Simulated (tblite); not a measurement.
C6H13OP.
Numbering: `[CH3:1][C@H:2]1[CH2:3][CH2:4][P@H:5](=[O:6])[CH2:7][CH2:8]1` (hydrogens: H9, H10, H11 on C1; H12 on C2; H13, H14 on C3; H15, H16 on C4; H17 on P5; H18, H19 on C7; H20, H21 on C8)

Structure used (GFN2-xTB), in Å, numbered top down from 1:
```xyz
21
C6H13OP angstrom
C     -2.3776   -0.1600    0.5530
C     -1.0072    0.1044   -0.0691
C     -0.1666    0.9746    0.8699
C      1.1307    1.4410    0.2250
P      2.1614    0.0280   -0.2930
O      3.3809    0.3678   -1.0297
C      0.9720   -1.0362   -1.1765
C     -0.3072   -1.2233   -0.3733
H     -2.8958    0.7753    0.7506
H     -2.9939   -0.7564   -0.1157
H     -2.2707   -0.6983    1.4926
H     -1.1502    0.6462   -1.0117
H     -0.7516    1.8478    1.1706
H      0.0617    0.4029    1.7729
H      1.7156    2.0680    0.9034
H      0.9384    2.0276   -0.6798
H      2.3862   -0.6620    0.9018
H      0.7734   -0.5431   -2.1341
H      1.4547   -1.9926   -1.3948
H     -0.0739   -1.7252    0.5690
H     -0.9894   -1.8696   -0.9317
```

Calculated harmonic vibrations of the isolated species, GFN2-xTB (tblite), most abundant isotopes, no scaling. Errors from tens to a few hundred cm⁻¹ against measured bands are possible. Modes of hydrogen on phosphorus can be 10 to 20 % off. One conformer, not necessarily the lowest.

Harmonic wavenumbers (cm⁻¹): 87.1, 173.1, 215.1, 219.1, 261.6, 278.9, 316.8, 342.9, 425.4, 435.2, 539.3, 658.1, 689.3, 765.1, 797.2, 864.3, 880.5, 928.6, 934.1, 955.9, 970.0, 1027.7, 1038.7, 1064.8, 1068.7, 1102.9, 1143.6, 1170.4, 1199.9, 1216.9, 1265.7, 1266.0, 1291.9, 1303.1, 1312.1, 1354.6, 1365.2, 1418.8, 1429.5, 1434.8, 1478.5, 1492.0, 1502.3, 1504.9, 2257.9, 2920.0, 2925.8, 2931.0, 2950.2, 2950.9, 2956.7, 2961.6, 2972.7, 2974.5, 3030.8, 3035.1, 3041.7.

A = 3696, B = 1130, C = 930.3 MHz; mass 132.070 u (most abundant isotopes); point group Cs, symmetry number 1.

Task: Zero-point energy?

Result: ½Σν̃ = 39550 cm⁻¹ = 473.12 kJ/mol.

Task: What is S at 273.15 K and 1 bar for an ideal gas of classical rigid rotors and harmonic oscillators?

Result: Translation 167.94, rotation 119.43, vibration 77.34: S = 364.7 J/(mol K).

Task: And Cp and H(273.15 K) − H(0)?

Result: Cp = 139.02 J/(mol K), of which vibrations give 105.77 (their classical limit is 57 R = 473.9); H(273.15 K) − H(0) = 21.86 kJ/mol without the zero-point energy, 12.77 from vibrations.

Task: Blend soft modes into free rotors: weight 1/[1 + (100 cm⁻¹/ν̃)⁴] for the oscillator and the rest for a rotor with moment μB/(μ + B), μ = h/(8π²ν), B = 10⁻⁴⁴ kg m². What vibrational entropy results?

Result: 75.79 J/(mol K) in place of 77.34, which changes −T·S at 273.15 K by +0.43 kJ/mol.

Task: Which modes carry the vibrational entropy at 273.15 K?

Result: 87.1 cm⁻¹: 14.87; 173.1 cm⁻¹: 9.36; 215.1 cm⁻¹: 7.71; 219.1 cm⁻¹: 7.57; 261.6 cm⁻¹: 6.28; 278.9 cm⁻¹: 5.83 J/(mol K); the other 51 give 25.74 together.

Task: What must be added to the electronic energy to get the Gibbs energy at 273.15 K and 1 bar?

Result: ZPE + [H(273.15 K) − H(0)] − T·S = 473.12 + 21.86 − 99.62 = 395.36 kJ/mol.

Task: How do the functions run with temperature in this model?

Result: 
| T (K) | S (J/(mol K)) | Cp (J/(mol K)) | H − H(0) (kJ/mol) | G − H(0) (kJ/mol) | ln q(vib) |
| --- | --- | --- | --- | --- | --- |
| 100 | 269.5 | 63.8 | 4.40 | -22.55 | 0.58 |
| 200 | 326.9 | 106.0 | 12.92 | -52.46 | 2.23 |
| 300 | 378.3 | 151.9 | 25.76 | -87.74 | 4.24 |
| 500 | 477.9 | 242.1 | 65.51 | -173.43 | 8.74 |
| 800 | 613.1 | 332.3 | 152.87 | -337.61 | 15.90 |
| 1000 | 691.7 | 371.4 | 223.44 | -468.23 | 20.56 |

q(vib) and H(0) count from the zero-point level.

Hindered rotation and anharmonicity are outside this model. Other conformers, if any are populated, would add a mixing term that is left out.
